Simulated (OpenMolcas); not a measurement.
**O²⁺: input and output**

Input:

```
&GATEWAY
Coord
1

O 0.0 0.0 0.0
Basis=ANO-R3
Group=XYZ
NoMove
AngMom=0.0 0.0 0.0
AMFI
&SEWARD
&RASSCF
FileOrb=start.orb
Symmetry=1
Spin=3
nActEl=4 0 0
Inactive=1 0
Ras2=1 3
CIRoot=3 3 1
SDav=6
CIMx=300
Iter=120 100
PrWF=0.3
OrbListing=Nothing
MaxOrb=0
Atom
>>> COPY $Project.JobIph JOB001
&RASSCF
FileOrb=start.orb
Symmetry=1
Spin=1
nActEl=4 0 0
Inactive=1 0
Ras2=1 3
CIRoot=6 6 1
SDav=12
CIMx=300
Iter=120 100
PrWF=0.3
OrbListing=Nothing
MaxOrb=0
Atom
>>> COPY $Project.JobIph JOB002
&RASSCF
FileOrb=start.orb
Symmetry=2
Spin=5
nActEl=4 0 0
Inactive=1 0
Ras2=1 3
CIRoot=1 1 1
SDav=1
CIMx=300
Iter=120 100
PrWF=0.3
OrbListing=Nothing
MaxOrb=0
Atom
>>> COPY $Project.JobIph JOB003
&RASSCF
FileOrb=start.orb
Symmetry=2
Spin=3
nActEl=4 0 0
Inactive=1 0
Ras2=1 3
CIRoot=9 9 1
SDav=9
CIMx=300
Iter=120 100
PrWF=0.3
OrbListing=Nothing
MaxOrb=0
Atom
>>> COPY $Project.JobIph JOB004
&RASSCF
FileOrb=start.orb
Symmetry=2
Spin=1
nActEl=4 0 0
Inactive=1 0
Ras2=1 3
CIRoot=8 8 1
SDav=8
CIMx=300
Iter=120 100
PrWF=0.3
OrbListing=Nothing
MaxOrb=0
Atom
>>> COPY $Project.JobIph JOB005
&RASSI
NrOfJobIphs=5 3 6 1 9 8
1 2 3
1 2 3 4 5 6
1
1 2 3 4 5 6 7 8 9
1 2 3 4 5 6 7 8
IphNames
JOB001
JOB002
JOB003
JOB004
JOB005
EJob
SpinOrbit
DIPRint=1.0
SOCoupling=1000.0
Subsets=2
MEES
Property=10
'ANGMOM' 1 'ANGMOM' 2 'ANGMOM' 3 'MLTPL  1' 1 'MLTPL  1' 2 'MLTPL  1' 3
'AMFI' 1 'AMFI' 2 'AMFI' 3 'MLTPL  2' 6
SOProperty=3
'ANGMOM' 1 'ANGMOM' 2 'ANGMOM' 3
```

Launched by
```bash
OMP_NUM_THREADS=1 MOLCAS_MEM=2252 MOLCAS_PROJECT=a pymolcas a.inp > a.log  # once for each step of the input, in one work folder
```

A driver script runs the steps one by one and writes start.orb anew before each from the orbitals found so far.

Output, cut to the results:

```
--- SEWARD ---
Basis set label: O.ANO-R...4S4P2D1F.

      Electronic valence basis set:
      ------------------
      Associated Effective Charge   8.000000 au
      Associated Actual Charge      8.000000 au
      Nuclear Model: Finite nucleus - Gaussian distribution
        Gaussian exponent, Xi/bohr**(-2):  5.86314E+08

      Shell  nPrim  nBasis  Cartesian Spherical Contaminant
         s      13       4        X
         p       8       4        X
         d       4       2                 X
         f       3       1                 X
                  Relativistic X2C integrals
                  Atomic mean-field integrals
--- RASSCF ---
Wave function specifications:
      -----------------------------

      Number of closed shell electrons           2
      Number of electrons in active shells       4
      Max number of holes in RAS1 space          0
      Max nr of electrons in RAS3 space          0
      Number of inactive orbitals                1
      Number of active orbitals                  4
      Number of secondary orbitals              28
      Spin quantum number                      1.0
      State symmetry                             1
Orbital specifications:
      -----------------------

      Symmetry species                           1   2
                                                ag  au
      Frozen orbitals                            0   0
      Inactive orbitals                          1   0
      Active orbitals                            1   3
      RAS1 orbitals                              0   0
      RAS2 orbitals                              1   3
      RAS3 orbitals                              0   0
      Secondary orbitals                        12  16
      Deleted orbitals                           0   0
      Number of basis functions                 14  19
      Number of CSFs                             6
      Number of root(s) required                 3
      Iter CI   SX   CI       RASSCF       Energy    max ROT     max BLB   max BLB  Level Ln srch  Step   QN
          iter iter root      energy       change     param      element    value   shift minimum  type update
 Nr of preliminary CI iterations:   1
        1   1    6    0   -73.17482241    0.00E+00  -2.20E-02    1   4 1  3.74E-02*  0.00   0.00    SX    NO
        2   1    7    0   -73.17684344   -2.02E-03*  3.79E-03    2   4 1  9.85E-03*  0.00   0.00    SX    NO
        3   1    6    0   -73.17689601   -5.26E-05*  1.09E-03    3   6 2  9.17E-04*  0.00   0.00    SX    NO
        4   1    6    0   -73.17689912   -3.11E-06* -2.62E-04    2   4 1  3.61E-04*  0.00   0.00    SX    NO
        5   1    5    0   -73.17689934   -2.13E-07*  5.78E-05    3   6 2  5.86E-05   0.00   0.79    QN   YES
        6   1    4    0   -73.17689935   -1.63E-08*  9.51E-07    2   4 1  5.74E-06   0.00   1.00    QN   YES
        7   1    2    0   -73.17689935   -1.39E-11   1.80E-07    2   4 1  1.06E-06   0.00   1.19    QN   YES
      Convergence after  7 iterations
        8   1    2    0   -73.17689935   -4.12E-13   1.80E-07    2   4 1  1.61E-07   0.00   1.19    QN   YES
      Natural orbitals and occupation numbers for root  1
      sym 1:   1.963406
      sym 2:   1.000000   0.036594   1.000000
      Natural orbitals and occupation numbers for root  2
      sym 1:   1.963406
      sym 2:   1.000000   1.000000   0.036594
      Natural orbitals and occupation numbers for root  3
      sym 1:   1.963406
      sym 2:   0.036594   1.000000   1.000000
::    RASSCF root number  1 Total energy:    -73.17689935
::    RASSCF root number  2 Total energy:    -73.17689935
::    RASSCF root number  3 Total energy:    -73.17689935
--- RASSCF ---
Wave function specifications:
      -----------------------------

      Number of closed shell electrons           2
      Number of electrons in active shells       4
      Max number of holes in RAS1 space          0
      Max nr of electrons in RAS3 space          0
      Number of inactive orbitals                1
      Number of active orbitals                  4
      Number of secondary orbitals              28
      Spin quantum number                      0.0
      State symmetry                             1
Orbital specifications:
      -----------------------

      Symmetry species                           1   2
                                                ag  au
      Frozen orbitals                            0   0
      Inactive orbitals                          1   0
...
--- RASSI ---
SPIN-FREE ENERGIES:
  (Shifted by EMIN (a.u.) =        -73.1768993523)

 SF State       Relative EMIN(au)   Rel lowest level(eV)    D:o, cm**(-1)      L_eff

     1             0.0000000000        0.0000000000              0.0000         1.0
     2             0.0000000000        0.0000000000              0.0000         1.0
     3             0.0000000000        0.0000000000              0.0000         1.0
     4             0.1030472217        2.8040577501          22616.2510         2.0
     5             0.1030472217        2.8040577501          22616.2510         2.0
     6             0.1030472217        2.8040577501          22616.2510         2.0
     7             0.1030472217        2.8040577501          22616.2510         2.0
     8             0.1030472217        2.8040577501          22616.2510         2.0
     9             0.1854500208        5.0463521441          40701.5749         0.0
    10             0.2227146167        6.0603734573          48880.2084         0.0
    11             0.5616998092       15.2846304630         123278.8586         2.0
    12             0.5616998092       15.2846304630         123278.8586         2.0
    13             0.5616998092       15.2846304630         123278.8586         2.0
    14             0.5616998092       15.2846304630         123278.8586         2.0
    15             0.5616998092       15.2846304630         123278.8586         2.0
    16             0.6628992735       18.0384081740         145489.5737         1.0
    17             0.6628992735       18.0384081740         145489.5737         1.0
    18             0.6628992735       18.0384081740         145489.5737         1.0
    20             0.9226770251       25.1073209090         202504.1999         2.0
    21             0.9226770251       25.1073209090         202504.1999         2.0
    22             0.9226770251       25.1073209090         202504.1999         2.0
...
```

Levels above the lowest, from the spin-orbit matrix, grouped by J:

| Configuration | Term | J | E (cm⁻¹) | Measured (cm⁻¹) | Term weight % |
| --- | --- | --- | --- | --- | --- |
| 2s² 2p² | ³P | 0 | 0.0 | 0.0 | 100 |
| 2s² 2p² | ³P | 1 | 106 | 113 | 100 |
| 2s² 2p² | ³P | 2 | 313 |  | 100 |
| 2s² 2p² | ¹D | 2 | 22827 | 20273 | 100 |
| 2s² 2p² | ¹S | 0 | 40914 | 43186 | 100 |
| 2s 2p³ | ⁵S° | 2 | 49090 | 60325 | 100 |
| 2s 2p³ | ³D° | 2 | 123488 |  | 100 |
| 2s 2p³ | ³D° | 1 | 123488 |  | 100 |
| 2s 2p³ | ³D° | 3 | 123489 |  | 100 |
| 2s 2p³ | ³P° | 0 | 145700 |  | 100 |
| 2s 2p³ | ³P° | 1 | 145700 |  | 100 |
| 2s 2p³ | ³P° | 2 | 145701 |  | 100 |
| 2s 2p³ | ¹D° | 2 | 202715 | 187054 | 100 |
| 2s 2p³ | ³S° | 1 | 210017 | 197088 | 100 |
| 2s 2p³ | ¹P° | 1 | 224643 | 210462 | 100 |

Against the 7 measured excited levels shown (Moore, Selected Tables of Atomic Spectra, NSRDS-NBS 3, section 11) the mean absolute deviation is 8400 cm-1; the largest miss in energy is 2s 2p³ ¹D°₂: computed 202715, measured 187054 cm⁻¹ (+8.4 %), and the largest in proportion 2s 2p³ ⁵S°₂ (-18.6 %).

Measured partners are found by configuration, term and J. A level has none where our copy of the source lacks it or the pairing is in doubt (some pairs that miss far off the trend of their configuration count as doubtful), and it then counts in no deviation. Levels of configurations outside the active space are missing. The first state left out of the spin-orbit step lies near 300000 cm-1 above the lowest spin-free state of the reference (among the parities and spins computed), and the list stops at four fifths of that energy or lower.

The term weight is that of the spin-free term in the level, not the purity of its configuration. ° marks odd parity.
